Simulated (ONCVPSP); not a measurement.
Potentials for cobalt (Co) compared

Generated with ld1.x 7.5 (TM, RRKJ, ultrasoft, PAW), atompaw 4.2 or ONCVPSP 4.0.1. The cutoff is in Ry: for ld1.x and atompaw files where the sum of valence levels is converged to 10 mRy in a Bessel basis, for ONCV files where the hardest occupied wave has 1 mHa per electron of residual kinetic energy. The error is the largest all-electron minus pseudo excitation energy over each file’s own four to seven test configurations (ionisations up to +4, promotions, holes and added fractions of an electron), all of which were solved. The labels leave out finer settings (local radius, basis sizes, second energies), which also bear on the numbers. Spin-polarised tests are not counted. The rows are a selection from randomly drawn settings: files with unsolved tests, undetermined cutoffs or missed reference levels are left out.

A true bound ghost makes a file unfit for plane-wave use even where its test errors are small: the radial tests pick states by their node count and pass the ghost by.

```tsv
potential	cutoff (Ry)	largest error (meV)	bound ghosts
ONCV, LDA (Perdew-Wang 92), scalar-relativistic, rc 1.45/1.25/1.60 (spd), local smoothed, core correction yes, reference 3s2 3p6 3d7 4s2, qcut 6.2/8.8/9.8, projectors 2/2/2	75	-202	none
ONCV, LDA (Perdew-Wang 92), scalar-relativistic, rc 1.30/1.00/1.70 (spd), local smoothed, core correction no, reference 3s2 3p6 3d7 4s1, qcut 9.8/14.5/7.8, projectors 2/3/1	77	-729	none
ONCV, LDA (Perdew-Wang 92), scalar-relativistic, rc 2.65/2.10/0.85 (spd), local smoothed, core correction yes, reference 3d8 4s1, qcut 2.1/4.7/13.4, projectors 2/1/2	236	-79	s, p
ONCV, LDA (Perdew-Wang 92), scalar-relativistic, rc 1.25/1.15/1.10 (spd), local smoothed, core correction yes, reference 3s2 3p6 3d7 4s1, qcut 9.2/14.2/16.6, projectors 2/2/1	180	-11	none
ONCV, LDA (Perdew-Wang 92), fully relativistic, rc 1.40/1.25/1.50 (spd), local smoothed, core correction no, reference 3s2 3p6 3d7 4s2, qcut 9.9/12.4/12.5, projectors 3/1/1	105	-9.0	none
ONCV, LDA (Perdew-Zunger), fully relativistic, rc 2.35/0.90/1.20 (spd), local smoothed, core correction no, reference 3p6 3d7 4s2, qcut 2.9/9.9/14.8, projectors 2/3/2	149	+41	s
ONCV, PBE, scalar-relativistic, rc 1.30/1.00/1.20 (spd), local smoothed, core correction yes, reference 3s2 3p6 3d7 4s1, qcut 9.8/16.2/10.6, projectors 2/2/3	122	-246	none
```

(1) Fill in the row for Co: ONCV, LDA (Perdew-Zunger), scalar-relativistic, rc 1.95/1.55/1.35 (spd), local smoothed, core correction yes, reference 3d7 4s1.5, qcut 3/5.5/13.1, projectors 3/2/2.

(2) Fill in the row for Co: ONCV, PBE, scalar-relativistic, rc 1.20/1.00/1.05 (spd), local smoothed, core correction yes, reference 3s2 3p6 3d7, qcut 10.2/15.6/17.3, projectors 1/1/2.

Results:

(1) cutoff 129 Ry, largest error -291 meV, bound ghosts: s, p.

(2) cutoff 195 Ry, largest error +1246 meV, bound ghosts: none.
